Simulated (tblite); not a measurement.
H₁₄O₂Si₆.
Geometry (GFN2-xTB, Å), atoms numbered from 1 in this order:
```xyz
22
H14O2Si6 angstrom
O     -1.176   -2.939   -1.704
Si    -1.127   -1.323   -1.957
Si    -0.581   -0.331    0.071
Si    -2.280   -0.359    1.685
O     -0.390    1.259   -0.350
Si    -0.374    2.865   -0.325
Si     1.540   -0.887    0.914
Si     3.352    0.204   -0.032
H     -1.858   -3.358   -1.189
H     -0.118   -1.275   -3.016
H     -2.407   -0.909   -2.564
H     -1.861    0.123    3.008
H     -3.485    0.418    1.361
H     -2.748   -1.739    1.893
H     -0.219    3.290    1.067
H      0.762    3.257   -1.154
H     -1.652    3.314   -0.876
H      1.695   -2.352    0.805
H      1.575   -0.684    2.381
H      3.418   -0.014   -1.482
H      4.664   -0.195    0.492
H      3.261    1.654    0.170
```

Computed with GFN2-xTB (tblite): harmonic, unscaled wavenumbers at the GFN2-xTB geometry, gas phase. Errors from tens to a few hundred cm⁻¹ against measured bands are possible. Modes of hydrogen on silicon can be 10 to 20 % off. One conformer, not necessarily the lowest. The optimisation stopped once no atom felt more than 0.01 eV/Å.

Lowest wavenumbers of the output (negative numbers stand for imaginary wavenumbers):
```
mode    cm-1
  1     -28.2
  2       8.1
  3      10.5
  4      29.0
  5      33.0
  6      42.5
  7      49.3
  8      55.4
  9      67.0
 10      77.3
```

Problem. Is this structure a minimum?

Solution. Not by this Hessian. 1 mode is imaginary beyond 20i (28i cm⁻¹), so at this level the point lies at or near a first-order saddle. The curvature is small, so loose convergence or finite differences may be the whole cause.

Problem. Which atoms move in the imaginary mode?

Solution. 28i: Si6 (oxygen-bound silicon) 29 %, H15 (Si–H hydrogen) 22 %, H17 (Si–H hydrogen) 16 %, O5 (siloxane oxygen) 12 %. These are shares of the mass-weighted motion.

Problem. What is the remedy?

Solution. Step along that mode in both directions, optimise again with tighter thresholds and repeat the frequencies. The zero-point energy of this point (76.2 kcal/mol) counts the 59 real modes alone, and thermal corrections from it aren't those of a minimum.
